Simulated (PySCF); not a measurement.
Cl6Si2, SMILES Cl[Si](Cl)(Cl)[Si](Cl)(Cl)Cl.

Coordinates come from a PBE0-D3(BJ)/def2-SVP optimisation. The values are those of a single conformer.

All values below come from PySCF with PBE0-D3(BJ)/def2-SVP.

Frequencies are harmonic and unscaled.

Modes within 1.5 cm⁻¹ of each other (mostly degenerate sets) share a row, with their intensities summed.

```
mode   ν (cm⁻¹)  IR (km/mol)  moving atoms (share of kinetic energy)
-----  --------  -----------  --------------------------------------
1            20          0.0                                Cl 100 %
2–3          57          1.6                                 Cl 96 %
4–5         120          0.0                                 Cl 96 %
6           128          0.0                                 Cl 98 %
7–8         171          8.3                        Cl 89 %, Si 11 %
9–10        208          0.0                        Cl 78 %, Si 22 %
11          238         51.2                        Cl 58 %, Si 42 %
12          353          0.0                        Cl 85 %, Si 15 %
13          472        163.6                        Cl 63 %, Si 37 %
14–15       613          0.0                        Si 67 %, Cl 33 %
16–17       627        551.9                        Si 65 %, Cl 35 %
18          638          0.0                        Si 83 %, Cl 17 %
```
